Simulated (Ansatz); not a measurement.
Program: Ansatz 0.2.0.

Basis-set series for C2H6ClInO2, SMILES `C[O][In]([Cl])[O]C`. Total charge 0; spin multiplicity 1. In: def2 effective core potential. The structure was optimised at the PBE0-D4/def2-TZVP level. It is one conformer, not always the lowest.

| functional | basis | functions | energy (Eh) | HOMO (eV) | LUMO (eV) |
| --- | --- | --- | --- | --- | --- |
| PBE0-D4 | def2-SVP | 130 | -879.91779 | -7.70 | -1.99 |
| PBE0-D4 | def2-QZVPP | 560 | -880.39122 | -7.91 | -2.21 |
| ωB97M-V | def2-SVP | 130 | -880.15001 | -10.08 | 0.02 |
| ωB97M-V | def2-QZVPP | 560 | -880.63000 | -10.32 | -0.39 |

Problem. Give the rows for def2-TZVPP. (Best estimate.)

Solution. The calculation gave: 
```tsv
functional	basis	functions	energy (Eh)	HOMO (eV)	LUMO (eV)
PBE0-D4	def2-TZVPP	300	-880.36206	-7.88	-2.15
ωB97M-V	def2-TZVPP	300	-880.60203	-10.28	-0.22
```
